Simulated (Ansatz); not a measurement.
`CBB(N)Br` + HCl → `NB(Cl)Br` + `BC` at 600 K and 1 bar (cleavage of the B–B bond).

Gas-phase electronic energies from Ansatz, PBE0-D4/def2-TZVP geometries. CCSD(T)/CBS adds triple-zeta CCSD(T) − MP2 to the extrapolated MP2 energy (def2 sets, frozen cores). This one scheme is used for every species. For Br outer-core shells are correlated without core-valence functions, which leaves a few kJ/mol of doubt a bond. Scalar relativity is left out up to krypton. One conformer a species, not always the lowest.

```tsv
species	CCSD(T)/CBS energy (Eh)	H − E (kJ/mol)	S (J/(mol·K))
`CBB(N)Br`	-2719.34775	276.2	456.9
HCl	-460.38127	35.4	207.2
`NB(Cl)Br`	-3113.92934	129.4	370.9
`BC`	-65.83255	180.5	296.9
```

H − E and S are ideal-gas, rigid-rotor, harmonic terms from PBE0-D4/def2-TZVP, for one conformer and one mirror image of each species. 1 Eh = 2625.50 kJ/mol, R = 8.31446 J/(mol·K).

Question: By hand: ΔE, ΔH, ΔS and ΔG.

Answer: ΔE = (-3113.92934) + (-65.83255) − (-2719.34775) − (-460.38127) = -0.03287 Eh = -86.3 kJ/mol. Δ(H − E) = 129.4 + 180.5 − 276.2 − 35.4 = -1.7, so ΔH = -88.0 kJ/mol. ΔS = 370.9 + 296.9 − 456.9 − 207.2 = 3.7 J/(mol·K). ΔG = -88.0 − 600 × (3.7)/1000 = -90.2 kJ/mol.

Question: By hand: the equilibrium constant, and the temperature at which ΔG would vanish if ΔH and ΔS stayed fixed.

Answer: log₁₀ K = −ΔG/(RT ln 10) = 7.9. ΔH and −TΔS have one sign here, so there is no such temperature. One of them is within its doubt of zero, so this could turn.

The number of gas molecules stays the same, so ΔS is small and ΔH decides. A doubt of 5 kJ/mol in ΔE shifts log₁₀ K by 0.4 here. Other conformers and mirror images would add mixing entropy, several J/(mol·K) or more a flexible species. These are equilibria of isolated gas molecules and say nothing of rates. Largest T1 diagnostic: 0.010 (customary marks: 0.02 for closed shells, 0.045 for open ones).
